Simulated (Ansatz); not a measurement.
CH7OPSi can be A, `OC[SiH2]P`, or B, `CO[SiH2]P`.

Computed with Ansatz on PBE0-D4/def2-TZVP structures; ΔE is electronic, products minus reactants. CCSD(T)/CBS adds triple-zeta CCSD(T) − MP2 to the extrapolated MP2 energy (def2 sets, frozen cores). DFT in def2-TZVPP. B3LYP here is the variant with VWN-RPA as its local correlation; programs differ in this. Each species was taken in one conformer, which may not be the lowest.

(1) Which is lower in electronic energy at CCSD(T)/CBS, and by how much? (Estimate.)

(2) Give E(B) − E(A) in kJ/mol with PBE0-D4, B3LYP, B3LYP-D4, HF/def2-TZVPP, MP2/def2-TZVPP, CCSD(T)/def2-TZVPP, PBE-D4. (Best estimate.)

Largest T1 diagnostic: 0.013.

Results:

(1) The calculation gave: B, by 105.7 kJ/mol.

(2) The calculation gave: PBE0-D4 -97.1, B3LYP -108.2, B3LYP-D4 -107.4, HF/def2-TZVPP -125.9, MP2/def2-TZVPP -109.3, CCSD(T)/def2-TZVPP -106.0, PBE-D4 -91.5. None reverses the order clearly.

In def2-TZVPP, CCSD(T) changes the Hartree–Fock value by +19.9 kJ/mol (the triples alone add +2.7 kJ/mol) and MP2 by +16.6 kJ/mol. From PBE to PBE0 (25 % exact exchange), in def2-TZVPP and without D4, E(B) − E(A) moves by −5.6 kJ/mol.
